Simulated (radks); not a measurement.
Q: Os3+, configuration [Xe] 4f14 5d5. Calculated with a radial shooting solver on a logarithmic mesh with Libxc functionals: Dirac Kohn-Sham, PBE, spin-unpolarised, spherical densities, finite nucleus; open shells fill j = l - 1/2 first; Fermi nuclear charge, rms radius 5.4126 fm. Some entries of the table are withheld. Estimate them.

orbital,occ.,eigenvalue (eV),<r> (bohr)
1s1/2,2,-73765.83,0.01774
2s1/2,2,(1),0.07427
2p1/2,2,-12319.80,0.06130
2p3/2,4,-10788.66,0.06950
3s1/2,2,-3016.597,0.1934
3p1/2,2,-2772.746,0.1835
3p3/2,4,-2438.847,0.1986
3d3/2,4,-2029.387,0.1734
3d5/2,6,-1957.057,0.1781
4s1/2,2,-660.4892,0.4317
4p1/2,2,(2),(3)
4p3/2,4,(4),(5)
4d3/2,4,-311.2717,0.4824
4d5/2,6,-296.7433,0.4937
5s1/2,2,-121.4875,1.005
5p1/2,2,-89.8013,1.094
4f5/2,6,(6),0.5520
4f7/2,8,(7),0.5602
5p3/2,4,-77.4379,1.190
5d3/2,4,-35.4554,1.588
5d5/2,1,-34.1919,1.634

A: 
(1) 2s1/2 eigenvalue (eV): -12863.48
(2) 4p1/2 eigenvalue (eV): -558.0346
(3) 4p1/2 <r> (bohr): 0.4357
(4) 4p3/2 eigenvalue (eV): -479.6087
(5) 4p3/2 <r> (bohr): 0.4692
(6) 4f5/2 eigenvalue (eV): -83.7287
(7) 4f7/2 eigenvalue (eV): -80.9214
